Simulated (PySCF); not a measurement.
Stepwise substitution at one centre (Al Br-OH). All species are isolated molecules in the gas phase. One relaxed conformer stands for each flexible species; it need not be the lowest. Strings in code marks are SMILES.

Calculation: PBE0-D4/def2-TZVP (PySCF). Delta-SCF ions had no search for a lower state. Excitations are Tamm–Dancoff values on a coarser integration grid. The basis has no diffuse functions, so Rydberg states are missing or too high.

| species | T1 excitation (TDA) (eV) | S1 oscillator strength | S1–T1 gap (TDA) (eV) | HOMO–LUMO gap (eV) | vertical ionisation energy (Delta-SCF) (eV) |
|---|---|---|---|---|---|
| 0 of 3 Br replaced by OH (`[Br][Al]([Br])[Br]`) | 5.51 | 0.000 | 0.29 | 7.09 | 10.52 |
| 1 of 3 Br replaced by OH (`[OH][Al]([Br])[Br]`) | 5.73 | … | 0.29 | … | 10.45 |
| 2 of 3 Br replaced by OH (`[OH][Al]([OH])[Br]` (H–O–Al–Br torsion 0°, Br–Al–O–H torsion -180°)) | 6.25 | … | 0.30 | 7.86 | 11.07 |
| 3 of 3 Br replaced by OH | 6.68 | … | 0.33 | 8.59 | … |

Q: Fill in the missing entries.

A: 
- 1 of 3 Br replaced by OH (`[OH][Al]([Br])[Br]`), S1 oscillator strength: 0.007
- 1 of 3 Br replaced by OH (`[OH][Al]([Br])[Br]`), HOMO–LUMO gap (eV): 7.34
- 2 of 3 Br replaced by OH (`[OH][Al]([OH])[Br]` (H–O–Al–Br torsion 0°, Br–Al–O–H torsion -180°)), S1 oscillator strength: 0.029
- 3 of 3 Br replaced by OH, S1 oscillator strength: 0.000
- 3 of 3 Br replaced by OH, vertical ionisation energy (Delta-SCF) (eV): 11.35
